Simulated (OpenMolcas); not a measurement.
**Yb3+: ligand-field states by method**

Yb3+ with 7 ligands (chloride) in pentagonal bipyramidal coordination (D5h) at 2.57 Å, the axial distance 2.801 Å. A charge of +0.571 e stands 3.2 Å behind each ligand. Ligand basis ANO-RCC-VDZP.

```json
{
 "Program": "OpenMolcas 26.06",
 "Basis": "ANO-RCC-VDZP [7s6p4d2f1g]",
 "Scalar Hamiltonian": "DKH2, point nucleus",
 "Active space": "13 electrons in 7 orbitals (4f)",
 "State averaging": "2S+1 = 2 odd, 7 roots",
 "Spin-orbit coupling": "RASSI with atomic mean-field integrals over the reference wave functions"
}
```

I. CASSCF
II. SS-CASPT2, IPEA 0.25 Eh, imaginary shift 0.1 Eh (closed shells correlated: 5s 5p and the ligand valence shells)

Spin-free states in cm-1, each column counted from its own energy of the first state listed:

```json
{"State": "2S+1 = 2", "Degeneracy": "2", "I": "0", "II": "0"}
{"State": "2S+1 = 2", "Degeneracy": "2", "I": "436", "II": "700"}
{"State": "2S+1 = 2", "Degeneracy": "2", "I": "515", "II": "640"}
{"State": "2S+1 = 2", "Degeneracy": "1", "I": "517", "II": "630"}
```

From I to II, I's first state of the same spin (2S+1 = 2) moves from 436 to 700 cm-1, by about +260 cm-1. In II another state of that kind comes below it.

With spin-orbit coupling the lowest J multiplet is 517 (I), 660 (II) cm-1 wide, a factor of 1.28 from I to II.

χT at 300 K: I 2.46, II 2.37 cm3 K/mol.

Over all roots computed the reference weight is 0.62 in II; a low but even weight reflects the number of correlated electrons. Without dynamic correlation the ligand-field splitting of an f shell can come out too small, at times by half (holds for I). Splittings of an f shell from a small cluster at a set distance can be off by tens of per cent, mostly too small (holds for II). The distance lies 4 % under the 2.69 Å that this model takes as the normal distance (a Shannon-type radius plus a fixed donor radius); by an R⁻⁵ law this alone changes a d-shell field by about +26 %. No measured value stands beside these numbers; the geometry is a model, was not optimised and need not be the one that this ion takes.

A state without a sure symmetry label is named by its multiplicity alone.
